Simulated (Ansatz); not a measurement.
Input (CCSDT(Q)/aug-cc-pVQZ; Ansatz, a first-principles code):

Ansatz 0.2 input:
```yaml
crystal:
  periodic: [false, false, false]
  atoms:
    - {symbol: Se, position_ang: [-0.00000000, -0.00000000, -0.04223725]}
    - {symbol: H, position_ang: [0.00000000, 0.00000000, 1.43606647]}
basis:
  gaussian:
    orbitals: aug-cc-pVQZ
total_charge: -1
magnetization: {spin_polarized: false}
correlation: {method: ccsdt_q, electrons: outside_noble_gas}
```

Output:

```
Functional definition: HF
integrals: 0.45 GiB planned
1462 factors; integrals over basis functions are off by at most 1.4e-7 eV
mean field: 0.58 GiB planned
mean field evaluation 1: about -65320.4709 eV, gradient 1.3e1 eV
mean field evaluation 2: about -65320.4884 eV, gradient 1.3e1 eV
mean field evaluation 4: about -65320.9750 eV, gradient 1.2e0 eV
mean field evaluation 8: about -65320.9854 eV, gradient 1.3e-4 eV
mean field evaluation 16: about -65320.9588 eV, gradient 1.2e0 eV
mean field -65320.98538494 eV, -2400.5019367424 hartree, gradient 2.3e-6 eV, S^2 0.000000; 0 other end points of the search recorded, 0 dependent functions left out
14 core orbitals not correlated
reference -65320.98538494 eV, -2400.5019367424 hartree; 4, 4 occupied and 121, 121 virtual orbitals, 1462 factors
second order -5.12785109 eV of doubles, -0.00000000 eV of singles
coupled cluster: 2.13 GiB planned
cycle   1  -5.41290503 eV  change   -2.9e-1 eV  update   6.8e-2
cycle   2  -5.69648224 eV  change   -2.8e-1 eV  update   3.2e-2
cycle   3  -5.84674342 eV  change   -1.5e-1 eV  update   1.3e-2
cycle   4  -5.83012910 eV  change    1.7e-2 eV  update   3.7e-3
cycle   5  -5.82534487 eV  change    4.8e-3 eV  update   2.0e-3
cycle   6  -5.82631764 eV  change   -9.7e-4 eV  update   6.4e-4
cycle   7  -5.82662652 eV  change   -3.1e-4 eV  update   2.7e-4
cycle   8  -5.82645711 eV  change    1.7e-4 eV  update   1.1e-4
cycle   9  -5.82646310 eV  change   -6.0e-6 eV  update   3.7e-5
cycle  10  -5.82654159 eV  change   -7.8e-5 eV  update   1.5e-5
cycle  11  -5.82652780 eV  change    1.4e-5 eV  update   6.3e-6
cycle  12  -5.82652762 eV  change    1.9e-7 eV  update   2.1e-6
cycle  13  -5.82652538 eV  change    2.2e-6 eV  update   9.3e-7
cycle  14  -5.82652550 eV  change   -1.2e-7 eV  update   2.7e-7
perturbative correction -0.01368529 eV, -0.0005029251 hartree
Total energy: -65326.82559573 eV, -2400.7165605304 hartree
```
